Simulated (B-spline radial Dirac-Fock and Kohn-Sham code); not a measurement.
**Photoionisation of oxygen ions at Mo Kα (17479.3 eV)**

Model: the independent-particle Dirac-Slater model, thresholds from Dirac-Fock. Program: an atomic code on a B-spline grid. Cross sections in kb; a dash marks an empty subshell or a threshold above the photon energy.

| ion | configuration | total | 1s | 2s | 2p1/2 | 2p3/2 |
| --- | --- | --- | --- | --- | --- | --- |
| O | [He] 2s2 2p4 | 0.02517 | 0.0238 | 0.00132 | 5.77e-06 | 1.11e-05 |
| O²⁺ | [He] 2s2 2p2 | 0.02552 | 0.0239 | 0.00162 | 4.11e-06 | 7.94e-06 |
| O⁶⁺ | 1s2 | 0.02372 | 0.0237 | – | – | – |

Values without a named source are computed, but for edge energies of neutral atoms, which are taken from tables.
